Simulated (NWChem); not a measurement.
# C$_{2}$H$_{4}$ClFSi; SMILES F[SiH](Cl)C=C

```xyz
9

Si     0.3454    -0.0097     0.3267
F      1.8413    -0.3084    -0.2200
Cl    -0.7650    -1.6959    -0.0699
C     -0.3764     1.4517    -0.5396
C     -0.7164     2.5570     0.1344
H      0.4217     0.2011     1.7922
H     -0.5384     1.4145    -1.6241
H     -0.5778     2.6410     1.2189
H     -1.1509     3.4319    -0.3615
```
Atoms are numbered in this order, from 1.

Program: NWChem. Pople sets run with spherical d functions. Medium grid unless said otherwise, to which SCAN and Minnesota functionals are sensitive. Coordinates come from a PBE0/def2-SVP optimisation. Hybrids' shares of exact exchange are those that their runs print; pure functionals count as 0. The functionals differ in more than this share.

| row | share of exact exchange | highest occupied level (eV) |
|---|---|---|
| PBE/6-31G* | 0.00 | -7.22 |
| revPBE/6-31G* | 0.00 | -7.17 |
| TPSSh/6-31G* | 0.10 | -7.75 |
| B3LYP/6-31G* | 0.20 | -8.14 |
| B97-2/6-31G* | 0.21 | -8.20 |
| MN15/6-31G* | 0.44 | -9.13 |
| BHandHLYP/6-31G* | 0.50 | withheld |

**Question.** Fit a straight line of the last column on the one before it, predict the withheld value, and compare with the run.

**Answer.** 
1. Means of the 6 shown rows: x = 0.158, y = -7.935. Slope Σ(x − x̄)(y − ȳ)/Σ(x − x̄)² = -0.6040/0.1373 = -4.399; intercept -7.238.
2. The shown rows scatter about the line by 0.048 (root mean square); the largest residual is -0.07, at TPSSh/6-31G*.
3. At x = 0.50 (BHandHLYP/6-31G*; beyond the shown range) the line gives -9.44.
4. The run gives -9.43, +0.01 from the line, 0.2 times the scatter.
